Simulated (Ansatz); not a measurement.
A structure relaxed at PBE0-D4/def2-TZVP, charge 0, multiplicity 1:

```xyz
10

Si    0.4782   -1.0891    1.1456
O     0.7765    0.2281    0.1507
In   -0.9520    1.2045   -1.2606
H    -0.7560   -0.7455    1.8785
H     1.6315   -1.2526    2.0656
H     0.3054   -2.3204    0.3391
H     1.6232    0.2628   -0.3011
H    -1.2879    2.6153   -0.3243
H    -1.9547   -0.2001   -1.0857
H     0.1358    1.2970   -2.6079
```

(1) Give its formula and SMILES.

(2) Summarise the bond lengths by kind.

Results:

(1) H7InOSi, `[SiH3][OH+][InH3-]`.

(2) 1 × O–Si 1.677 Å; 3 × H–Si 1.476 to 1.484 Å; 1 × In–O 2.436 Å; 1 × H–O 0.960 Å; 3 × H–In 1.726 to 1.735 Å.

Computed with Ansatz.
